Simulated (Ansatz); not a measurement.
Consider the formal exchange of groups at a Ge–Ge bond: `[F][GeH]([F])[GeH3]` + `N=CS` → `N=[C](S)[GeH3]` + `[F][GeH2][F]`.

Gas-phase electronic energies from Ansatz, PBE0-D4/def2-TZVP geometries. CCSD(T)/CBS is the MP2 limit (def2-TZVPP, def2-QZVPP) plus CCSD(T) − MP2 in def2-TZVPP, frozen cores. This one scheme is used for every species. For Ge outer-core shells are correlated without core-valence functions, which leaves a few kJ/mol of doubt a bond. Scalar relativity is left out up to krypton. One conformer a species, not always the lowest.

`[F][GeH]([F])[GeH3]`:

Cartesian coordinates in Å:
```
F 1.472 -0.623 -1.715
Ge -0.112 -0.227 -1.129
F -0.988 -1.719 -1.250
Ge 0.065 0.370 1.214
H -0.730 0.720 -2.170
H 0.917 1.639 1.331
H -1.345 0.633 1.758
H 0.722 -0.793 1.961
```

`N=CS`:

Z-matrix (Å, degrees):
```
C
S 1 1.747
N 1 1.261 2 123.4
H 1 1.096 2 111.0 3 180.0
H 2 1.345 1 94.8 3 0.0
H 3 1.018 1 110.8 2 180.0
```

`N=[C](S)[GeH3]`:

```xyz
9

N     0.145    1.547   -1.033
C     0.414    0.500   -0.379
S     2.063   -0.136   -0.198
Ge   -1.074   -0.489    0.455
H     0.967    1.996   -1.443
H     1.769   -1.172    0.603
H    -2.350    0.343    0.320
H    -1.211   -1.844   -0.256
H    -0.723   -0.744    1.931
```

`[F][GeH2][F]`:

Cartesian coordinates in Å:
```
F -0.194 -0.681 -1.500
Ge -0.012 0.109 0.022
F 0.396 -1.148 1.130
H -1.375 0.667 0.427
H 1.184 1.053 -0.078
```

```tsv
species	CCSD(T)/CBS(def2) energy (Eh)
`[F][GeH]([F])[GeH3]`	-4354.28742
`N=CS`	-492.30610
`N=[C](S)[GeH3]`	-2569.61257
`[F][GeH2][F]`	-2276.96403
```

(1) Work out ΔE.

Largest T1 diagnostic among the species: 0.014.

## Answers

(1) ΔE = (-2569.61257) + (-2276.96403) − (-4354.28742) − (-492.30610) = 0.01692 Eh = +44.4 kJ/mol.

The D4 term adds −4.6 kJ/mol with B3LYP and −2.4 kJ/mol with PBE0; it sums over pairs of atoms, weighted by their polarisabilities, and B3LYP, whose exchange is more repulsive, gets the larger term. In def2-TZVPP, CCSD(T) changes the Hartree–Fock value by −7.0 kJ/mol (the triples alone add −2.7 kJ/mol) and MP2 by −10.7 kJ/mol.

B3LYP here is the variant with VWN-RPA as its local correlation; programs differ in this.
